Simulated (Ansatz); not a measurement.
`C[SiH2]B(N)Cl` → `NBCl` + `C[SiH]`  (silylene formation by 1,1-elimination)

Calculated with Ansatz (gas phase, PBE0-D4/def2-TZVP geometries, no zero-point term in ΔE). CCSD(T)/CBS is the MP2 limit (def2-TZVPP, def2-QZVPP) plus CCSD(T) − MP2 in def2-TZVPP, frozen cores. This one scheme is used for every species. Functionals use def2-TZVPP. Each species was taken in one conformer, which may not be the lowest.

CCSD(T)/CBS gives +217.2 kJ/mol.

Question: Another level gave +232.8 kJ/mol. Which?
A. CAM-B3LYP-D4/def2-TZVPP
B. BLYP/def2-TZVPP
C. r2SCANh/def2-TZVPP
D. B2PLYP/def2-TZVPP

Answer: C. r2SCANh 232.8, BLYP 183.2, CAM-B3LYP-D4 217.7, B2PLYP 207.7 kJ/mol.

Question: What do rigid-rotor, harmonic-oscillator terms from PBE0-D4/def2-TZVP frequencies (298.15 K, 1 bar) make of the CCSD(T)/CBS value? (An estimate is asked.)

Answer: Computed: ΔZPE = -10.1 kJ/mol, ΔH = +209.5 kJ/mol, ΔS = 162 J/(mol·K), ΔG = +161.2 kJ/mol. Modes under 50 cm⁻¹ make the entropy rough.

Largest T1 diagnostic among the species: 0.012.

The D4 term adds +16.1 kJ/mol with B3LYP and +9.1 kJ/mol with PBE0; it sums over pairs of atoms, weighted by their polarisabilities, and B3LYP, whose exchange is more repulsive, gets the larger term. From BLYP to BHLYP (50 % exact exchange), in def2-TZVPP and without D4, ΔE moves by +22.6 kJ/mol. In def2-TZVPP, CCSD(T) changes the Hartree–Fock value by +21.4 kJ/mol (the triples alone add +5.1 kJ/mol) and MP2 by +35.8 kJ/mol.

CCSD(T)/CBS has its own doubt, a few kJ/mol and more with outer-core shells, so smaller differences from it don't rank the levels.

B3LYP here is the variant with VWN-RPA as its local correlation; programs differ in this.
